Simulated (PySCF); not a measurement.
Al(Et)(OMe)(NH2), SMILES C[CH2][Al]([NH2])[O]C, singlet, GFN2-xTB optimised geometry.

```
16

Al    -0.09     0.20     0.00
C     -1.15    -1.50     0.00
C     -0.29    -2.77    -0.02
H     -1.84    -1.51    -0.86
H     -1.81    -1.53     0.88
H      0.36    -2.81     0.84
H      0.33    -2.79    -0.92
H     -0.91    -3.67    -0.02
O     -0.93     1.62     0.00
C     -1.61     2.83     0.00
H     -0.91     3.67     0.06
H     -2.20     2.94    -0.92
H     -2.29     2.88     0.86
N      1.70     0.20     0.00
H      2.29    -0.62     0.00
H      2.28     1.03     0.00
```

Density from PBE0/def2-TZVP in PySCF at that geometry.

Minimum of the electron density along straight lines between bonded atoms, close to the bond critical point (lines longer than 1.1 times the sum of covalent radii, or with two minima, are not listed):

```json
[
 {"bond": "Al1–C2", "length / Å": "2.010", "ρ at the minimum / e bohr⁻³": "___", "∇²ρ there / e bohr⁻⁵": "0.21", "position (fraction from the first atom)": "0.40"},
 {"bond": "C2–C3", "length / Å": "1.530", "ρ at the minimum / e bohr⁻³": "0.239", "∇²ρ there / e bohr⁻⁵": "-0.57", "position (fraction from the first atom)": "0.50"},
 {"bond": "C2–H4", "length / Å": "1.097", "ρ at the minimum / e bohr⁻³": "0.269", "∇²ρ there / e bohr⁻⁵": "-0.88", "position (fraction from the first atom)": "0.64"},
 {"bond": "C2–H5", "length / Å": "1.097", "ρ at the minimum / e bohr⁻³": "0.269", "∇²ρ there / e bohr⁻⁵": "-0.88", "position (fraction from the first atom)": "0.64"},
 {"bond": "C3–H6", "length / Å": "1.088", "ρ at the minimum / e bohr⁻³": "0.279", "∇²ρ there / e bohr⁻⁵": "-0.95", "position (fraction from the first atom)": "0.64"},
 {"bond": "C3–H7", "length / Å": "1.088", "ρ at the minimum / e bohr⁻³": "0.279", "∇²ρ there / e bohr⁻⁵": "-0.95", "position (fraction from the first atom)": "0.64"},
 {"bond": "C3–H8", "length / Å": "1.091", "ρ at the minimum / e bohr⁻³": "0.277", "∇²ρ there / e bohr⁻⁵": "-0.94", "position (fraction from the first atom)": "0.64"},
 {"bond": "Al1–O9", "length / Å": "1.653", "ρ at the minimum / e bohr⁻³": "___", "∇²ρ there / e bohr⁻⁵": "0.95", "position (fraction from the first atom)": "0.44"},
 {"bond": "O9–C10", "length / Å": "1.394", "ρ at the minimum / e bohr⁻³": "0.260", "∇²ρ there / e bohr⁻⁵": "-0.41", "position (fraction from the first atom)": "0.66"},
 {"bond": "C10–H11", "length / Å": "1.093", "ρ at the minimum / e bohr⁻³": "0.283", "∇²ρ there / e bohr⁻⁵": "-1.00", "position (fraction from the first atom)": "0.64"},
 {"bond": "C10–H12", "length / Å": "1.093", "ρ at the minimum / e bohr⁻³": "0.283", "∇²ρ there / e bohr⁻⁵": "-1.00", "position (fraction from the first atom)": "0.64"},
 {"bond": "C10–H13", "length / Å": "1.093", "ρ at the minimum / e bohr⁻³": "0.283", "∇²ρ there / e bohr⁻⁵": "-1.00", "position (fraction from the first atom)": "0.64"},
 {"bond": "Al1–N14", "length / Å": "1.783", "ρ at the minimum / e bohr⁻³": "___", "∇²ρ there / e bohr⁻⁵": "0.57", "position (fraction from the first atom)": "0.42"},
 {"bond": "N14–H15", "length / Å": "1.009", "ρ at the minimum / e bohr⁻³": "0.335", "∇²ρ there / e bohr⁻⁵": "-1.63", "position (fraction from the first atom)": "0.74"},
 {"bond": "N14–H16", "length / Å": "1.012", "ρ at the minimum / e bohr⁻³": "0.333", "∇²ρ there / e bohr⁻⁵": "-1.60", "position (fraction from the first atom)": "0.73"}
]
```

Q: Some entries are withheld; supply them.

A: 
- Al1–C2, ρ at the minimum / e bohr⁻³: 0.081
- Al1–O9, ρ at the minimum / e bohr⁻³: 0.111
- Al1–N14, ρ at the minimum / e bohr⁻³: 0.100
